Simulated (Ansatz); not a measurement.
```yaml
crystal:
  periodic: [false, false, false]
  atoms:
    - {symbol: F, position_ang: [0.076420, -1.705614, 1.198800]}
    - {symbol: Ga, position_ang: [-0.316142, 0.031212, 1.202474]}
    - {symbol: B, position_ang: [0.026844, 0.724574, -0.739006]}
    - {symbol: S, position_ang: [0.599542, -0.458981, -1.930896]}
    - {symbol: Cl, position_ang: [-0.214342, 2.381324, -1.251316]}
    - {symbol: H, position_ang: [-0.789009, 0.532992, 2.600686]}
    - {symbol: H, position_ang: [0.616687, -1.505496, -1.080752]}
basis:
  gaussian: {orbitals: aug-cc-pVDZ}
total_charge: -1
magnetization: {spin_polarized: true, initial_magnetization: 1}
hamiltonian: {xc: {name: HF}}
correlation: {active_space: {window: {electrons: 3, orbitals: 2}}}
```

```sh
$ ansatz run in.yaml --threads 4 --pin off --events-out ev --progress --plain --max-ram 10444MiB
```

(1) How does Ansatz answer? (Best estimate.)

## Answers

(1) Computed: The program refused the input.
```
Error: invalid value for `correlation.active_space`: it starts from restricted Hartree–Fock orbitals; set hamiltonian.xc: hf without magnetization.spin_polarized
```
